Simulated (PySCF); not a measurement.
Species: C₂H₉FSSi₂.
Atom-mapped SMILES: `[CH3:1][Si@@H:2]([F:3])[S:4][CH2:5][SiH3:6]` (hydrogens: H7, H8, H9 on C1; H10 on Si2; H11, H12 on C5; H13, H14, H15 on Si6)

Geometry (GFN2-xTB, Å), atoms numbered from 1 in this order:
```
atom  x, y, z in Å
C1    -3.038    0.090   -0.028
Si2   -1.208    0.435    0.257
F3    -0.870    0.198    1.822
S4    -0.056   -0.979   -0.856
C5     1.493   -1.058    0.124
Si6    2.671    0.388   -0.250
H7    -3.281    0.116   -1.086
H8    -3.648    0.833    0.475
H9    -3.319   -0.889    0.352
H10   -0.770    1.803    0.041
H11    1.939   -2.010   -0.157
H12    1.215   -1.116    1.173
H13    2.910    0.429   -1.690
H14    3.907    0.133    0.492
H15    2.050    1.634    0.200
```

Method: TDDFT wB97X-D/def2-SVPD, vertical, gas phase, core orbitals frozen in the response in PySCF 2.14.0, density-fitted response routines.

Frontier orbitals with the atoms that hold most of them (Löwdin shares over 4%, at most four atoms; ? is withheld):

```tsv
orbital	ε (eV)	atoms
LUMO+2	2.23	Si6 21%, S4 19%, Si2 16%, H10 9%
LUMO+1	2.04	S4 32%, Si2 16%, Si6 14%, C1 8%
LUMO	?	S4 33%, Si2 14%, C5 12%, Si6 10%
HOMO	-8.70	?
HOMO-1	-10.44	?
HOMO-2	-11.36	C1 30%, Si2 20%, F3 9%, H10 8%
HOMO-3	-11.52	Si6 26%, H14 20%, S4 13%, H15 11%
```

Task: Which atoms hold the HOMO-1, and with what shares?

Result: S4 (bonded to C and Si) 56%; Si2 (bonded to C, F, S and H) 12%; C5 (bonded to S, Si and 2 H) 11%; F3 (bonded to Si) 5%.

Task: Give the leading atoms of the HOMO.

Result: S4 (bonded to C and Si) 64%; C5 (bonded to S, Si and 2 H) 13%; Si2 (bonded to C, F, S and H) 8%; Si6 (bonded to C and 3 H) 6%. By element: sulfur 64%, silicon 14%, carbon 13% or more.

Task: What is the LUMO energy, and the HOMO–LUMO gap?

Result: ε(LUMO) = 1.41 eV; the gap is 10.11 eV (0.3715 hartree).

Task: How does S1 compare with the orbital gap of 10.11 eV?

Result: S1 is at 5.37 eV (f = 0.0024), 4.74 eV below the gap, made of HOMO→LUMO (88%). 

Next come S2 at 6.48 eV (f 0.029), HOMO→LUMO+1 (53%), HOMO→LUMO+2 (34%); S3 at 6.88 eV (f 0.041), HOMO→LUMO+5 (28%), HOMO→LUMO+2 (26%), HOMO→LUMO+1 (19%); S4 at 7.25 eV (f 0.021), HOMO→LUMO+4 (58%), HOMO→LUMO+6 (10%), HOMO-1→LUMO (10%); S5 at 7.27 eV (f 0.011), HOMO-1→LUMO (64%), HOMO→LUMO+5 (9%).

Löwdin shares depend on the basis, the more so with diffuse functions.

One conformer stands for the species.
